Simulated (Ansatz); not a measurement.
Ga₂Se₄⁻, relaxed as a doublet with UKS PBE-D4/def2-SVPD in Ansatz, starting from the GFN2-xTB geometry. Force threshold 0.02 eV/Å.

The structure comes from a short search, and lower isomers may exist.

Start:

```tsv
atom	x (Å)	y (Å)	z (Å)
Ga1	0.132	1.036	1.020
Ga2	0.131	-1.084	-1.554
Se3	1.260	0.888	3.005
Se4	-2.123	1.397	0.712
Se5	1.548	0.718	-1.137
Se6	-0.947	-2.955	-2.045
```

Estimate the energy that the relaxation releases and the steps that it takes.

1.22 eV, in 14 steps; 50 s on 4 threads of Intel Xeon 6975P-C on a shared host. The force fell under the threshold at step 13, but the optimiser went on. No frequencies were taken in this run, so the end may be a saddle point.

Does the start keep its bonding and symmetry?

Bonds formed: Ga2–Se4 (atoms count from 1). The end is the same structure that another start reached, the lowest one found.

Predict the relaxed structure.


```xyz
6

Ga    0.482    0.845    1.144
Ga   -0.482   -0.846   -1.143
Se    1.212    2.129    2.875
Se   -1.742    0.076    0.678
Se    1.742   -0.077   -0.677
Se   -1.212   -2.127   -2.876
```
Bond lengths (bridged metal pairs left out): 6 × Ga–Se 2.28 to 2.40 Å.
